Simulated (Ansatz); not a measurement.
The cluster Mg₂I₃, relaxed as a doublet with UKS PBE-D4/def2-SVP in Ansatz, starting from the GFN2-xTB geometry. Force threshold 0.02 eV/Å.

In the def2 sets I takes a core potential; there is no spin–orbit coupling. The relaxation made no stability test and no search for a lower SCF solution. Another isomer (doublet) lies 1.36 eV lower at PBE0-D4/def2-TZVP; other spin states weren't run for this one.

Start:

Cartesian coordinates in Å:
```
Mg -2.5856 1.0713 0.2257
Mg 2.5787 -1.0917 -0.2919
I 3.1123 -3.5867 0.4679
I -3.0990 3.6198 -0.3555
I -0.0065 -0.0127 -0.0462
```

```csv
step,energy (eV),largest force component (eV/Å),SCF passes
1,-35184.6525,0.476,15
2,-35184.7457,0.194,19
3,-35184.8124,0.131,19
4,-35184.8629,0.106,19
5,-35184.8990,0.094,20
6,-35184.9243,0.046,20
7,-35184.9326,0.057,22
8 (rejected),-35184.9307,0.044,18
9,-35184.9335,0.004,19
```

Force components are those of the run's own axes.

End:

```xyz
5

Mg   -2.0773    1.9232   -0.1898
Mg    2.0573   -1.9511    0.0798
I     3.9750   -3.6795    0.3884
I    -3.9286    3.7471   -0.1064
I    -0.0263   -0.0398   -0.1719
```

By distances, no bond broke or formed. The bond that changes most is Mg1–I4, from 2.66 to 2.60 Å (atoms count from 1).

No frequencies were taken in this run, so the end may be a saddle point.

It took 14 s on 4 threads of Arm Neoverse V2 on a shared host.
